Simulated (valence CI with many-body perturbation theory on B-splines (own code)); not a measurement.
## A CI+MBPT run for Ag8+

Calculated by relativistic CI+MBPT: three valence electrons over a frozen Dirac-Fock core [Kr], radial functions for each j: 6 s, 6 p, 5 d, 5 f, 1 g, with the one-electron correlation potential Σ1 (screened to all orders), the two-electron term Σ2, the three-electron term Σ3, Breit, model QED; selected single and double excitations, second order for the rest, scaled by the run's own slope (own B-spline code, finite nucleus).

Command, and the settings that its task file holds:

```sh
python run_cv.py task.json out
```

```
atom Ag  Z=47  mass_number=107  rms_radius_fm=4.5454
core [Kr]
valence 4d3
avg = 1
basis = S
breit = 1
cap = 10000
capref = 1200
cscale = 1
de = 0.0
dress = 0
eps = 2e-08
extrap = 1
h = 0.27
hh = 1
l2 = 3
lcore = 6
maxit = 60
n2 = 5
natural = 1
nlev = 21
nno = [3, 3, 3, 3, 1]
nroot = 26
nsp = [3, 3, 2, 2, 0]
pt2 = 1
qed = 1
rpa = 1
s1 = -1
s2 = 1
s3 = 1
screen = 1
tol = 2e-05
whole = 1
```

It took 38 s on 1 thread of Arm Neoverse V1, with other jobs on the host.

Log. The first blocks belong to the next ion, which gives the ionisation energy. Fields: 2J, parity (1 odd), roots, reference size, generating configurations, candidates as configurations/state functions, variational space P, stored matrix elements, Davidson steps; e2 is the range of second-order energies in hartree. The first line gives the box (bohr), its intervals, the orbitals and the steps of their self-consistent field. Window is the range of levels sought, series limit the energy at which the first omitted orbital would enter, core excitation an estimate of the first excitation out of the core, left out the lowest levels not solved, and shifts from estimates the range by which levels moved from their first estimate, all in cm⁻¹.

```
rmax 12.7 intervals 63 orbitals 40 references ['4d3', '4d2 5s', '4d2 5p', '4d2 4f'] scf 6 t 1.8
2J=4 par=0 roots 2 ref 42 generators 3 cand 262/262 P 304/304 nnz 0 it 0
2J=4 par=0 roots 2 ref 42 generators 8 cand 20/20 P 324/324 nnz 0 it 0
   second order: generators 16 cand 11/11 e2 -0.00000 -0.00000
2J=6 par=0 roots 2 ref 32 generators 4 cand 229/229 P 261/261 nnz 0 it 0
2J=6 par=0 roots 2 ref 32 generators 13 cand 10/10 P 271/271 nnz 0 it 0
   second order: generators 16 cand 11/11 e2 -0.00000 -0.00000
2J=8 par=0 roots 2 ref 24 generators 2 cand 184/184 P 208/208 nnz 0 it 0
2J=8 par=0 roots 2 ref 24 generators 4 cand 9/9 P 217/217 nnz 0 it 0
   second order: generators 14 cand 3/3 e2 -0.00000 -0.00000
reference levels 450, estimated 78, window 322774 1/cm; series limit 789424, core excitation 436352
2J=3 par=0 roots 8 ref 32 generators 12 cand 190/475 P 1175/2675 nnz 1.4e+06 it 5
2J=3 par=0 roots 8 ref 32 generators 32 cand 376/945 P 1551/3620 nnz 2e+06 it 5
   second order: generators 74 cand 2916/6331 e2 -0.00002 -0.00000
2J=5 par=0 roots 9 ref 34 generators 10 cand 174/473 P 1168/3006 nnz 1.8e+06 it 6
2J=5 par=0 roots 9 ref 34 generators 30 cand 387/1177 P 1555/4183 nnz 2.7e+06 it 7
   second order: generators 71 cand 3090/7690 e2 -0.00002 -0.00000
2J=7 par=0 roots 6 ref 25 generators 6 cand 142/373 P 1017/2620 nnz 1.5e+06 it 5
2J=7 par=0 roots 6 ref 25 generators 22 cand 291/928 P 1308/3548 nnz 2.1e+06 it 7
   second order: generators 51 cand 2806/7169 e2 -0.00002 -0.00000
2J=9 par=0 roots 5 ref 18 generators 5 cand 49/105 P 848/1895 nnz 0 it 4
2J=9 par=0 roots 5 ref 18 generators 22 cand 316/919 P 1164/2814 nnz 1.4e+06 it 7
   second order: generators 47 cand 2408/5963 e2 -0.00002 -0.00000
2J=1 par=0 roots 4 ref 19 generators 8 cand 124/194 P 978/1507 nnz 0 it 4
2J=1 par=0 roots 4 ref 19 generators 24 cand 451/712 P 1429/2219 nnz 0 it 5
   second order: generators 58 cand 2425/3641 e2 -0.00001 -0.00000
2J=11 par=0 roots 1 ref 6 generators 1 cand 29/64 P 405/876 nnz 0 it 0
2J=11 par=0 roots 1 ref 6 generators 7 cand 207/556 P 612/1432 nnz 0 it 4
   second order: generators 17 cand 1936/4272 e2 -0.00001 -0.00001
left out: unestimated 471147, estimated 350630, shifts from estimates -25 to 1
operators 3.1
```

The Davidson iterations converged. The settings are bad on purpose, so the numbers may not be properties of the ion.

No measured levels were compared; by estimate terms of the open shell hold to 2 to 4 % of their energy, and close levels can change places; different configurations can be misplaced against each other by 1,000 to 8,000 cm⁻¹. Only levels of the ground parity were solved; by the run's estimate the other parity begins above the list, which can be wrong where configurations are misplaced.

| Quantity | Value |
| --- | --- |
| Valence energy | -18.08862 hartree |
| Ionisation energy | 142.64 eV (NIST: 145.1 ± 2.2 eV (theoretical)) |
| Reference configurations for the orbitals | 4d3, 4d2 5s, 4d2 5p, 4d2 4f |
| Radial orbitals | 40 |
| Box radius | 12.73 bohr |
| Largest variational space | 4183 |
| Lowest levels | 4d3 4F_3/2 0.0, 4d3 4F_5/2 2820, 4d3 4F_7/2 5997, 4d3 4F_9/2 9183, 4d3 4P_3/2 17987, 4d3 4P_1/2 18554, 4d3 2G_7/2 21783, 4d3 4P_5/2 22762, 4d3 2G_9/2 22777, 4d3 2D_3/2 [a] 27348, 4d3 2P_1/2 28936, 4d3 2H_11/2 30322, 4d3 2H_9/2 31103, 4d3 2D_5/2 [a] 33400 cm⁻¹ |

Names give the largest LS component (configuration and term), which can be under half, so a name can repeat, a term be missing and a line seem to break the LS rules; names also repeat where a configuration has a term twice. Letters in brackets count levels of one name in rising energy.
